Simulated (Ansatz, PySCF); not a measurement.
System: CHS, charge 0, doublet. CHS (SMILES S=[CH], doublet).
B3LYP-D3(BJ)/def2-TZVP minimum from Ansatz (a program for electronic structure):
```xyz
3

C     -1.0230     0.1620    -0.1822
S      0.5022    -0.0352     0.0604
H     -1.8970    -0.4082     0.1273
```
Charge 0, spin multiplicity 2.

Atomisation energy term by term, kcal/mol (programs: Ansatz). Open shells are spin-unrestricted; no spin-orbit coupling. Correlated methods leave the cores frozen. Rows without X2C or -DK are non-relativistic. CBS(X,Y): correlation extrapolated as X^-3, Hartree-Fock from the larger set (Q,5: extrapolated as (X+1)exp(-9√X)). A bracket is a step between two methods taken in the basis named. 'core' is core correlation in cc-pwCVTZ (1s frozen past Ne), 'X2C' scalar relativity in cc-pVTZ-DK, both at CCSD(T). Where a partner has so few electrons that a lower coupled-cluster level is exact, that level stands in. The UHF reference of CHS ([CH]=S, doublet) is spin-contaminated (<S^2> up to 0.26 over the pure value in the sets run).

| term | basis | kcal/mol |
|---|---|---|
| Hartree-Fock | CBS(cc-pV(Q+d)Z,cc-pV(5+d)Z) | 148.37 |
| CCSD correlation | CBS(cc-pV(Q+d)Z,cc-pV(5+d)Z) | 69.09 |
| (T) | CBS(cc-pV(Q+d)Z,cc-pV(5+d)Z) | 8.13 |
| CCSDT(Q) - CCSD(T) | cc-pV(Q+d)Z | 1.17 |
| CCSDTQ - CCSDT(Q) | cc-pV(D+d)Z | -0.16 |
| core correlation | cc-pwCVTZ | 1.23 |
| scalar relativity | X2C, cc-pVTZ-DK | -0.35 |
| minus zero-point energy | Hessian by PySCF at B3LYP-D3(BJ)/def2-TZVP | -7.36 |
| sum: D0 |  | 220.1 |

The step beyond CCSD(T) by other levels: CCSDTQ in cc-pV(D+d)Z 1.11; CCSDT(Q) in cc-pV(D+d)Z 1.27; CCSDT(Q) in cc-pV(T+d)Z 1.20 kcal/mol.
